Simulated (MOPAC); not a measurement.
MOPAC input (MNDO):

```
MNDO PRECISE GNORM=0.05 LET XYZ GEO-OK AUX(PRECISION=9) THREADS=1
C2H9GeN

C    -1.93184900 1   -0.44554700 1   -0.11029200 1
N    -0.75577400 1    0.18954200 1    0.45683100 1
C    -0.94140600 1    1.61307100 1    0.67414700 1
Ge    0.88453000 1   -0.34332700 1   -0.21581900 1
H    -2.21263300 1   -0.04580800 1   -1.09858000 1
H    -1.77212900 1   -1.52011500 1   -0.21380600 1
H    -2.78948500 1   -0.30043700 1    0.55560300 1
H    -0.05675000 1    2.04527200 1    1.14479000 1
H    -1.78941400 1    1.77819300 1    1.34766800 1
H    -1.14394800 1    2.17543400 1   -0.25217300 1
H     0.91894400 1   -1.87870800 1   -0.15079100 1
H     1.96321900 1    0.29180000 1    0.67628500 1
H     1.10720100 1    0.10889100 1   -1.68372900 1
```

Output:

```
 *******************************************************************************
 **                                                                           **
 **                              MOPAC v23.2.5                                **
 **                                                                           **
 *******************************************************************************
 ** MOPAC's Digital Object Identifier: https://doi.org/10.5281/zenodo.6511958 **
 **                                                                           **
 ** Please cite the open-source release paper for use of this MOPAC version:  **
 ** J. E. Moussa and J. J. P. Stewart (2026)                                  **
 ** MOPAC: An open-source semiempirical molecular orbital program             **
 ** J. Open Source Softw., 11(119), 8025, https://doi.org/10.21105/joss.08025 **
 *******************************************************************************

                              MNDO CALCULATION RESULTS

 *******************************************************************************
 *  MNDO       - The MNDO Hamiltonian to be used
 *  GEO-OK     - OVERRIDE INTERATOMIC DISTANCE AND OTHER SAFETY CHECKS
 *  LET        - OVERRIDE SOME SAFETY CHECKS
 *  PRECISE    - TIGHTER CRITERIA TO BE USED
 *  XYZ        - CARTESIAN COORDINATE SYSTEM TO BE USED
 *  GNORM      - EXIT WHEN GRADIENT NORM DROPS BELOW 0.050
 *  AUX        - OUTPUT AUXILIARY INFORMATION
 *******************************************************************************
MNDO PRECISE GNORM=0.05 LET XYZ GEO-OK AUX(PRECISION=9) THREADS=1
 C2H9GeN

   ATOM   CHEMICAL          X               Y               Z
  NUMBER   SYMBOL      (ANGSTROMS)     (ANGSTROMS)     (ANGSTROMS)

     1       C         -1.93184900  *  -0.44554700  *  -0.11029200  *
     2       N         -0.75577400  *   0.18954200  *   0.45683100  *
     3       C         -0.94140600  *   1.61307100  *   0.67414700  *
     4      Ge          0.88453000  *  -0.34332700  *  -0.21581900  *
     5       H         -2.21263300  *  -0.04580800  *  -1.09858000  *
     6       H         -1.77212900  *  -1.52011500  *  -0.21380600  *
     7       H         -2.78948500  *  -0.30043700  *   0.55560300  *
     8       H         -0.05675000  *   2.04527200  *   1.14479000  *
     9       H         -1.78941400  *   1.77819300  *   1.34766800  *
    10       H         -1.14394800  *   2.17543400  *  -0.25217300  *
    11       H          0.91894400  *  -1.87870800  *  -0.15079100  *
    12       H          1.96321900  *   0.29180000  *   0.67628500  *
    13       H          1.10720100  *   0.10889100  *  -1.68372900  *

          CARTESIAN COORDINATES

    NO.       ATOM           X           Y           Z

     1         C         -1.9318     -0.4455     -0.1103
     2         N         -0.7558      0.1895      0.4568
     3         C         -0.9414      1.6131      0.6741
     4        Ge          0.8845     -0.3433     -0.2158
     5         H         -2.2126     -0.0458     -1.0986
     6         H         -1.7721     -1.5201     -0.2138
     7         H         -2.7895     -0.3004      0.5556
     8         H         -0.0568      2.0453      1.1448
     9         H         -1.7894      1.7782      1.3477
    10         H         -1.1439      2.1754     -0.2522
    11         H          0.9189     -1.8787     -0.1508
    12         H          1.9632      0.2918      0.6763
[...]
          NO. OF FILLED LEVELS    =         13
          MOLECULAR WEIGHT        =        119.6898         POINT GROUP:  Cs

          MOLECULAR DIMENSIONS (Angstroms)

            Atom       Atom       Distance
            H    12    H     5     4.85514
            H    13    H     9     4.32002
            H    11    H    10     3.47504

          SCF CALCULATIONS        =        142

   ATOM   CHEMICAL          X               Y               Z
  NUMBER   SYMBOL      (ANGSTROMS)     (ANGSTROMS)     (ANGSTROMS)

     1       C         -1.97391446  *  -0.43676123  *  -0.14012859  *
     2       N         -0.77754812  *   0.32746334  *   0.12249252  *
     3       C         -0.96761842  *   1.65560635  *   0.65560134  *
     4      Ge          0.93175036  *  -0.39371096  *  -0.14327884  *
     5       H         -2.71365805  *   0.12268723  *  -0.76304030  *
     6       H         -1.72353641  *  -1.37238009  *  -0.69566103  *
     7       H         -2.49874010  *  -0.74091631  *   0.79984233  *
     8       H          0.00107405  *   2.21063899  *   0.67125012  *
     9       H         -1.35708221  *   1.64096103  *   1.70421003  *
    10       H         -1.68109239  *   2.26461044  *   0.04867850  *
    11       H          0.87025665  *  -1.86544401  *   0.04533841  *
    12       H          1.86859297  *   0.20781855  *   0.83950660  *
    13       H          1.37532540  *  -0.07718490  *  -1.52708591  *

                             CARTESIAN COORDINATES

   1    C       -1.973914456    -0.436761232    -0.140128591
   2    N       -0.777548123     0.327463339     0.122492522
   3    C       -0.967618425     1.655606347     0.655601339
   4   Ge        0.931750364    -0.393710962    -0.143278839
   5    H       -2.713658045     0.122687229    -0.763040305
   6    H       -1.723536411    -1.372380087    -0.695661033
   7    H       -2.498740099    -0.740916306     0.799842332
   8    H        0.001074055     2.210638995     0.671250124
   9    H       -1.357082207     1.640961026     1.704210026
  10    H       -1.681092387     2.264610436     0.048678504
  11    H        0.870256653    -1.865444011     0.045338413
  12    H        1.868592970     0.207818553     0.839506604
  13    H        1.375325396    -0.077184898    -1.527085907

           Empirical Formula: C2 H9 N Ge  =    13 atoms

      MOLECULAR POINT GROUP   :   Cs

                  EIGENVALUES
 -37.50524 -29.49996 -23.51323 -17.18778 -15.75327 -15.20312 -14.88932 -13.41661
 -13.04802 -12.38181 -12.19484 -12.11346  -9.34002   1.81669   2.34517   2.41649
   2.54431   3.89401   4.18037   4.28046   4.59730   5.29298   5.33120   5.85673
   6.76176

              NET ATOMIC CHARGES AND DIPOLE CONTRIBUTIONS

  ATOM NO.   TYPE          CHARGE      No. of ELECS.   s-Pop       p-Pop
    1          C           0.221698        3.7783     1.20907     2.56923
    2          N          -0.790071        5.7901     1.57081     4.21926
    3          C           0.221728        3.7783     1.20907     2.56920
    4         Ge           1.777461        2.2225     0.82537     1.39717
    5          H          -0.026302        1.0263     1.02630
    6          H          -0.027243        1.0272     1.02724
    7          H          -0.035095        1.0351     1.03510
    8          H          -0.027238        1.0272     1.02724
    9          H          -0.035023        1.0350     1.03502
   10          H          -0.026396        1.0264     1.02640
   11          H          -0.416227        1.4162     1.41623
   12          H          -0.416254        1.4163     1.41625
   13          H          -0.421039        1.4210     1.42104
 DIPOLE           X         Y         Z       TOTAL
 POINT-CHG.     0.947    -0.399    -0.148     1.038
 HYBRID        -0.665     0.265     0.145     0.731
 SUM            0.281    -0.134    -0.003     0.312

          ATOMIC ORBITAL ELECTRON POPULATIONS

     Atom    s        px        py        pz
    1  C   1.20907   0.82989   0.85574   0.88360
    2  N   1.57081   1.21860   1.20540   1.79526
    3  C   1.20907   0.88744   0.80472   0.87704
    4 Ge   0.82537   0.43276   0.47494   0.48947
    5  H   1.02630
    6  H   1.02724
    7  H   1.03510
    8  H   1.02724
    9  H   1.03502
   10  H   1.02640
   11  H   1.41623
   12  H   1.41625
   13  H   1.42104

 **********************
 *                    *
 * JOB ENDED NORMALLY *
 *                    *
 **********************

 == MOPAC DONE ==
```

The geometry given is a B3LYP-D3(BJ)/def2-TZVP minimum.
